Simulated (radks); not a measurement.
Results of a calculation; reference values are marked as such.
Level of theory: scalar-relativistic Kohn-Sham, r2SCAN, spin-polarised, spherical densities, finite nucleus; open shells are filled with parallel spins first (spin-orbit coupling, left out, can overturn this in heavy ions); meta-GGA in the generalised Kohn-Sham scheme; Fermi nuclear charge, rms radius of each element as measured or else 0.836 A^(1/3) + 0.57 fm (a radial shooting solver on a logarithmic mesh with Libxc functionals). Each species is in its NIST ground configuration. Rank Er2+, Tm2+, Dy2+, Nd2+, Pm2+, Ce2+, Sm2+, Tb2+, Ho2+, Eu2+, Lu2+, Gd2+, Yb2+, La2+, Pr2+ by mean radius of the outermost orbital (bohr), largest first.

Answer. Lu2+ 3.07, La2+ 2.56, Gd2+ 2.30, Ce2+ 1.80, Pr2+ 1.76, Nd2+ 1.73, Pm2+ 1.70, Sm2+ 1.67, Eu2+ 1.65, Tb2+ 1.58, Dy2+ 1.55, Ho2+ 1.52, Er2+ 1.49, Tm2+ 1.46, Yb2+ 1.43.
